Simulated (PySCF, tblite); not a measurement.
Compound: C8H10SSi.
Numbering: `[CH:1]1=[CH:2][C@H:3]([c:4]2[cH:5][cH:6][cH:7][s:8]2)[SiH2:9][CH2:10]1` (hydrogens: H11 on C1; H12 on C2; H13 on C3; H14 on C5; H15 on C6; H16 on C7; H17, H18 on Si9; H19, H20 on C10)

Structure used (GFN2-xTB), in Å, numbered top down from 1:
```
atom  x, y, z in Å
C1    -2.267   -0.287   -0.987
C2    -1.169    0.347   -1.359
C3    -0.300    0.988   -0.311
C4     1.072    0.428   -0.337
C5     1.455   -0.851   -0.603
C6     2.852   -1.049   -0.497
C7     3.514    0.078   -0.142
S8     2.444    1.414    0.064
Si9   -1.228    0.624    1.340
C10   -2.617   -0.349    0.470
H11   -2.929   -0.765   -1.696
H12   -0.854    0.418   -2.390
H13   -0.235    2.064   -0.500
H14    0.761   -1.626   -0.875
H15    3.335   -1.993   -0.677
H16    4.565    0.222    0.014
H17   -0.425   -0.193    2.250
H18   -1.690    1.853    1.987
H19   -2.679   -1.391    0.792
H20   -3.608    0.077    0.635
```

Level of theory: PBE0/pcSseg-1 in PySCF (dipole) on a GFN2-xTB geometry, gas phase.

Take the most abundant isotopes and a rigid rotor. The values belong to one conformer with, in the numbering `[CH:1]1=[CH:2][C@H:3]([c:4]2[cH:5][cH:6][cH:7][s:8]2)[SiH2:9][CH2:10]1`, C2–C3–C4–C5 -35°.

**Question.** What are A, B and C (MHz)?

**Answer.** Ia = 226.75, Ib = 796.35, Ic = 871.08 u·Å²; 505379 MHz·u·Å²/I gives A = 2229, B = 634.6, C = 580.2 MHz.

**Question.** What kind of rotor is it?

**Answer.** A near-prolate asymmetric top; Ray's κ = -0.934.

**Question.** What does the inertial defect say?

**Answer.** Not planar: Δ = Ic − Ia − Ib = -152.02 u·Å². For a rigid frame Δ = −2 Σ m c², so Σ m c² = 76.01 u·Å² lies off the ab plane: 15.52 from hydrogen and 60.49 from heavier atoms. The atom farthest from that plane is 1.90 Å away.

**Question.** Give the other two planar moments, Paa and Pbb, and the rms extents of the mass along the axes.

**Answer.** Paa = Σ m a² = (Ib + Ic − Ia)/2 = 720.33 and Pbb = Σ m b² = (Ia + Ic − Ib)/2 = 150.74 u·Å². With the mass M = 166.03 u, the rms extents √(P/M) along a, b and c are 2.08, 0.95, 0.68 Å.

**Question.** List the rotational levels J(Ka,Kc) to J = 2 (K).

**Answer.** Above 0(0,0), as E/k:
J = 1: 1(0,1) 0.058, 1(1,1) 0.135, 1(1,0) 0.137
J = 2: 2(0,2) 0.175, 2(1,2) 0.249, 2(1,1) 0.257, 2(2,1) 0.486, 2(2,0) 0.486
Those of J = 1 are B + C, A + C and A + B.

**Question.** Predict some low-J microwave lines.

**Answer.** The dipole components are |μa| = 0.96 D, |μb| = 0.42 D, |μc| = 0.37 D. Intensities carry the squares of the components, which stand as 1.00 : 0.19 : 0.15 (a : b : c). Some lines, for components of 0.1 D or more:

```tsv
type	branch	J(Ka,Kc)	MHz	lower level (cm⁻¹)
b	R	2(0,2) ← 1(1,1)	834	0.094
a	R	1(0,1) ← 0(0,0)	1215	0.000
c	Q	1(1,1) ← 1(0,1)	1594	0.041
b	Q	2(1,1) ← 2(0,2)	1704	0.122
a	R	2(1,1) ← 1(1,0)	2484	0.096
b	R	1(1,1) ← 0(0,0)	2809	0.000
c	R	2(1,1) ← 1(0,1)	4133	0.041
c	Q	2(2,1) ← 2(1,1)	4782	0.178
b	Q	2(2,1) ← 2(1,2)	4946	0.173
b	R	2(2,1) ← 1(1,0)	7266	0.096
c	R	2(2,0) ← 1(1,0)	7268	0.096
c	R	2(2,1) ← 1(1,1)	7321	0.094
b	R	2(2,0) ← 1(1,1)	7322	0.094
```

**Question.** Estimate the classical rotational partition function at 50 K, 298.15 K and 500 K.

**Answer.** Point group C1, symmetry number σ = 1; q = (√π/σ)·√((kT/h)³/(ABC)), k/h = 20836.6 MHz/K: 65800 at 50 K, 958000 at 298.15 K, 2080000 at 500 K.

Its GFN2-xTB frequencies are all real (lowest 31 cm⁻¹). Zero-point vibration and centrifugal distortion are left out.

Hardware: one thread, Arm Neoverse V1 (aarch64), shared host with 32 logical CPUs at a one-minute load of 24. Cost: 55 s of wall time, 1.1 GiB resident at most. This is the PBE0/pcSseg-1 job that gave the dipole, with the shieldings it also computed.
